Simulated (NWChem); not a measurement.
**Electron attachment to H₃Si₂**

```
Si
H 1 1.4976
H 1 1.4999 2 107.62
Si 1 2.2807 2 123.33 3 164.91
H 4 1.5320 1 89.22 2 172.66
```
Charge 0, spin multiplicity 2.

Program: NWChem. All single points use one geometry, from UPBE0/def2-SVP, a minimum by its harmonic frequencies. It is one conformer; others weren't searched.

Basis set: def2-TZVPD. The species with one electron more has spin multiplicity 1 and keeps the geometry of the parent. Δ marks differences of total energies (open shells unrestricted). −ε marks an orbital energy of the parent. That orbital need not have the symmetry of the hole or added electron in the Δ rows. The basis adds only a small set of diffuse functions.

B3LYP has NWChem's definition, with VWN1-RPA local correlation. This spin state was chosen for the runs; another may lie lower. The structure started from a generated list of species. The stability of the SCF solutions was not checked.

**Question.** Order these methods by the vertical electron affinity they give, lowest first: −ε(beta LUMO) of PBE, −ε(beta LUMO) of BP86, −ε(beta LUMO) of B3LYP, −ε(beta LUMO) of BHandHLYP, ΔBHandHLYP.

**Answer.** ΔBHandHLYP (1.73 eV), −ε(beta LUMO) of BHandHLYP (2.77 eV), −ε(beta LUMO) of B3LYP (3.95 eV), −ε(beta LUMO) of PBE (4.55 eV), −ε(beta LUMO) of BP86 (4.65 eV)
